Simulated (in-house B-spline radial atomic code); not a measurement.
A run on an ion of nuclear charge 8 with 8.8 electrons that did not converge. Method: non-relativistic TPSSh, spin-polarised, spherical fractional occupations, point nucleus; computed with an all-electron radial atomic-structure program (B-spline basis).

Command:
```bash
python run_scf.py task.json out
```
Settings:
```
Z                8
configuration    [He] 2s2 2p4.8
hamiltonian      nr
method           tpssh
spin_polarised   True
```

First and last ten iterations of the last attempt (damped for 15 steps, keeping 80 % of the old Fock matrix, then DIIS):
```
 iter        energy (Eh)    residual
    1         -74.347207    6.77e-02
    2         -74.351028    1.30e-01
    3         -74.751006    8.52e-02
    4         -74.963947    5.28e-02
    5         -75.065781    3.09e-02
    6         -75.109110    1.79e-02
    7         -75.125674    9.98e-03
    8         -75.131635    6.21e-03
    9         -75.133860    5.36e-03
   10         -75.134826    5.11e-03
  111         -74.364308    6.58e-02
  112         -74.364754    6.58e-02
  113         -74.364438    6.58e-02
  114         -74.366673    6.55e-02
  115         -74.367807    6.55e-02
  116         -74.369541    6.55e-02
  117         -74.375062    6.53e-02
  118         -75.122996    1.25e-02
  119         -75.122806    1.26e-02
  120         -74.380673    6.50e-02
 not converged after 120 iterations
```

The smallest residual met was 2.1e-03; the threshold is about 1e-07. No energy from this run should be used. The likely cause: this method binds the added charge weakly or not at all at the basis-set limit, so charge moves back and forth between the atom and the box. Run time, properties included: 1.4 s on 1 thread of Arm Neoverse V2, on a shared host.
